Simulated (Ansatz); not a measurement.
Start from `COCCOC=O` and change one atom or group to get `O=COC[SiH2]Cl`.

Ansatz, PBE0-D4/def2-TZVP geometries, multiplicity 1. Each molecule was computed in one conformer, which needn't be the lowest.

| property | `COCCOC=O` |
| --- | --- |
| HOMO–LUMO gap (ωB97M-V/def2-TZVPP) / eV | 12.35 |
| size of the dipole moment (PBE/def2-TZVPP) / D | 2.00 |
| HOMO–LUMO gap (PBE/def2-TZVPP) / eV | 5.00 |
| HOMO energy (PBE/def2-TZVPP) / eV | -6.04 |
| HOMO–LUMO gap (B3LYP/def2-TZVPP) / eV | 7.17 |
| HOMO energy (PBE0/def2-TZVPP) / eV | -7.59 |

(1) Give the same properties after the change, and the shifts. (Estimate.)

## Answers

(1) Ansatz gave: 
```tsv
property	`O=COC[SiH2]Cl`	shift
HOMO–LUMO gap (ωB97M-V/def2-TZVPP) / eV	12.69	0.34
size of the dipole moment (PBE/def2-TZVPP) / D	1.24	-0.76
HOMO–LUMO gap (PBE/def2-TZVPP) / eV	5.55	0.55
HOMO energy (PBE/def2-TZVPP) / eV	-6.88	-0.84
HOMO–LUMO gap (B3LYP/def2-TZVPP) / eV	7.76	0.59
HOMO energy (PBE0/def2-TZVPP) / eV	-8.48	-0.89
```

With PBE0 the HOMO falls by 0.89 eV and the LUMO falls by 0.31 eV, so the gap widens by about 0.58 eV. PBE moves the HOMO by -0.84 eV and ωB97M-V by -0.73 eV. Dipoles are sizes alone; their direction can turn.

B3LYP here is the variant with VWN-RPA as its local correlation; programs differ in this.
